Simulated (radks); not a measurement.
Nb25+, 16 electrons, occupied as [Ne] 3s2 3p4. All-electron calculation, scalar-relativistic Kohn-Sham, r2SCAN, spin-polarised, spherical densities, finite nucleus; open shells are filled with parallel spins first (spin-orbit coupling, left out, can overturn this in heavy ions); meta-GGA in the generalised Kohn-Sham scheme; Fermi nuclear charge, rms radius 4.324 fm. Program: a radial shooting solver on a logarithmic mesh with Libxc functionals.

Normalised radial functions P(r) = r R(r), r in bohr:

| r | 2s down | 3p down |
|---|---|---|
| 0.002958 | 0.4981 | 0.0098 |
| 0.004107 | 0.6478 | 0.0177 |
| 0.005747 | 0.8300 | 0.0323 |
| 0.007978 | 1.0256 | 0.0577 |
| 0.01107 | 1.2123 | 0.1018 |
| 0.0155 | 1.3401 | 0.1779 |
| 0.02151 | 1.3171 | 0.2969 |
| 0.02986 | 1.0369 | 0.4724 |
| 0.04146 | 0.4013 | 0.7006 |
| 0.05801 | -0.6175 | 0.9417 |
| 0.08053 | -1.7487 | 1.0609 |
| 0.1118 | -2.5523 | 0.8690 |
| 0.1564 | -2.5567 | 0.1815 |
| 0.2172 | -1.7598 | -0.8479 |
| 0.3015 | -0.7754 | -1.6789 |
| 0.4185 | -0.1942 | -1.6837 |
| 0.5856 | -0.0213 | -0.9354 |
| 0.8129 | -0.0009 | -0.2653 |
| 1.128 | 0.0000 | -0.0310 |

2s down: eigenvalue -3766.2 eV, 1 radial node at r = 0.0479 bohr, <r> = 0.156 bohr, 90 % of the charge inside 0.240 bohr. 3p down: eigenvalue -1268.1 eV, 1 radial node at r = 0.167 bohr, <r> = 0.383 bohr, 90 % of the charge inside 0.567 bohr.
